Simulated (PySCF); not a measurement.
Species: C₄H₆O₂S.
Numbering: `[OH:1][CH2:2][C@@H:3]1[CH2:4][O:5][C:6]1=[S:7]`

NICS is the negative of the GIAO shielding at a point without a nucleus: at the ring centre (0) and 1 Å above and below it (1); zz is the component along the ring normal. Level: GIAO PBE0/pcSseg-1 (PySCF, non-relativistic, gas phase) on the GFN2-xTB geometry, one conformer.

Ring bond lengths (Å), with Mayer bond orders in brackets: C3–C4 1.538 (1.00), C4–O5 1.439 (0.89), O5–C6 1.349 (1.07), C6–C3 1.510 (0.89).

Task: Give the NICS values of each ring in ppm.

Result: 
```
       ring                                             type  NICS(0)  NICS(1), two faces  NICS(1)zz, two faces  rms pucker (Å)  centre to ring atoms, mean (Å)
C3–C4–O5–C6  4-membered ring with O; formal bonds all single      2.0         -1.3 / -1.3             0.7 / 1.6            0.00                            1.03
```

Task: What can be read from them?

Result: 
- C3–C4–O5–C6: mean NICS(1)zz 1.1 ppm, near zero. C3, C4 have four or more neighbours, and the NICS criterion for π rings isn't applied.

Task: What field does 14.1 T along the ring normal induce along that normal at the second NICS(1) probe listed for ring C3–C4–O5–C6, 1 Å off the ring?

Result: NICSzz × B0 = 1.6 ppm × 14.1 T = 23 μT, along the applied field.

Task: How shielded are the nuclei of the rings and their hydrogens (means over atoms taken as equivalent)?

Result: 
```csv
atoms,environment,σ isotropic (ppm)
C3,four-membered-ring carbon,124.4
C4,sp3 carbon bound to oxygen,112.3
O5,oxygen bonded to 2 C,1.0
C6,thiocarbonyl carbon,-40.6
H on C3,methine hydrogen,28.51
H on C4,methylene hydrogen,26.94
H on C4,methylene hydrogen,26.75
```

Time: 22 s wall; peak memory 0.73 GiB. Hardware: one thread, Intel Xeon Platinum 8375C at 2.90 GHz (x86_64), no GPU, shared host with 128 logical CPUs at a one-minute load of 52. This is the whole shielding run at PBE0/pcSseg-1, SCF included.

Conformer computed: `[OH:1][CH2:2][C@@H:3]1[CH2:4][O:5][C:6]1=[S:7]`: O1–C2–C3–C4 -74°, H–O1–C2–C3 -67°.
